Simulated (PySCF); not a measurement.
## input.py for CaN

Input:

```python
from pyscf import gto, scf
from pyscf.hessian import thermo

mol = gto.M(
    atom='Ca 0 0 0; N 0 0 2.133',
    basis='lanl2dz',
    ecp={'Ca': 'lanl2dz'},
    charge=0,
    spin=3,
    verbose=4,
)
mf = scf.UHF(mol)
mf.kernel()
hess = mf.Hessian().kernel()
print('wavenumber (cm^-1) =', thermo.harmonic_analysis(mol, hess)['freq_wavenumber'].round(1))
mf.dip_moment()
print('orbital energies (hartree):', [e[max(0, n-3):n+3].round(4) for e, n in zip(mf.mo_energy, mol.nelec)])
```

```bash
$ OMP_NUM_THREADS=1 python input.py
```

The log (some set-up lines and the per-cycle HOMO/LUMO lines with their warnings removed):

```
PySCF version 2.14.0

[INPUT] verbose = 4
[INPUT] num. atoms = 2
[INPUT] num. electrons = 17
[INPUT] charge = 0
[INPUT] spin (= nelec alpha-beta = 2S) = 3
[INPUT] symmetry False subgroup None
[INPUT] Mole.unit = angstrom
[INPUT] Symbol           X                Y                Z      unit          X                Y                Z       unit  Magmom
[INPUT]  1 Ca     0.000000000000   0.000000000000   0.000000000000 AA    0.000000000000   0.000000000000   0.000000000000 Bohr   0.0
[INPUT]  2 N      0.000000000000   0.000000000000   2.133000000000 AA    0.000000000000   0.000000000000   4.030785823697 Bohr   0.0

nuclear repulsion = 17.3663407240506
number of shells = 10
number of NR pGTOs = 45
number of NR cGTOs = 21
basis = lanl2dz
ecp = {'Ca': 'lanl2dz'}

******** <class 'pyscf.scf.uhf.UHF'> ********
method = UHF
initial guess = minao
damping factor = 0
level_shift factor = 0
DIIS = <class 'pyscf.scf.diis.CDIIS'>
diis_start_cycle = 1
diis_space = 8
diis_damp = 0
SCF conv_tol = 1e-09
SCF conv_tol_grad = None
SCF max_cycles = 50
direct_scf = True
direct_scf_tol = 1e-13
number electrons alpha = 10  beta = 7
Set gradient conv threshold to 3.16228e-05
init E= -92.8234509953069

cycle= 1 E= -90.2190593165974  delta_E=  2.6  |g|= 0.558  |ddm|= 2.53
cycle= 2 E= -90.5607011526322  delta_E= -0.342  |g|= 0.0809  |ddm|= 2.15
cycle= 3 E= -90.5659752452509  delta_E= -0.00527  |g|= 0.0331  |ddm|= 0.123
cycle= 4 E= -90.5671718422432  delta_E= -0.0012  |g|= 0.0169  |ddm|= 0.0417
cycle= 5 E= -90.5677460979506  delta_E= -0.000574  |g|= 0.00672  |ddm|= 0.037
cycle= 6 E= -90.567881290537  delta_E= -0.000135  |g|= 0.00252  |ddm|= 0.0227
cycle= 7 E= -90.5679078834821  delta_E= -2.66e-05  |g|= 0.000824  |ddm|= 0.0114
cycle= 8 E= -90.5679106031692  delta_E= -2.72e-06  |g|= 0.000176  |ddm|= 0.00446
cycle= 9 E= -90.5679106699716  delta_E= -6.68e-08  |g|= 3.29e-05  |ddm|= 0.000621
cycle= 10 E= -90.5679106721099  delta_E= -2.14e-09  |g|= 6.37e-06  |ddm|= 0.000109
cycle= 11 E= -90.5679106721798  delta_E= -6.99e-11  |g|= 1.95e-06  |ddm|= 1.68e-05
Extra cycle  E= -90.5679106721871  delta_E= -7.3e-12  |g|= 1.02e-06  |ddm|= 4.02e-06
converged SCF energy = -90.5679106721871  <S^2> = 3.7682095  2S+1 = 4.0090944
wavenumber (cm^-1) = [692.6]
Dipole moment(X, Y, Z, Debye): -0.00000, -0.00000, -3.63060
orbital energies (hartree): [array([-0.4353, -0.3695, -0.2251,  0.0146,  0.0196,  0.0675]), array([-1.3738, -0.7235, -0.2668,  0.0023,  0.0322,  0.0473])]
```

In short: E(SCF) = -90.567911 Eh, 11 cycles, ⟨S²⟩ = 3.768, μz(SCF) = -3.63 D, wavenumbers 693 cm⁻¹.

It ran on Intel Xeon Platinum 8488C (1 thread, shared host) in 1.3 s, peak memory 0.12 GiB.

The bond length is a typed value, not an optimised one, so the wavenumber is not that of the minimum. No search for the lowest solution was made.
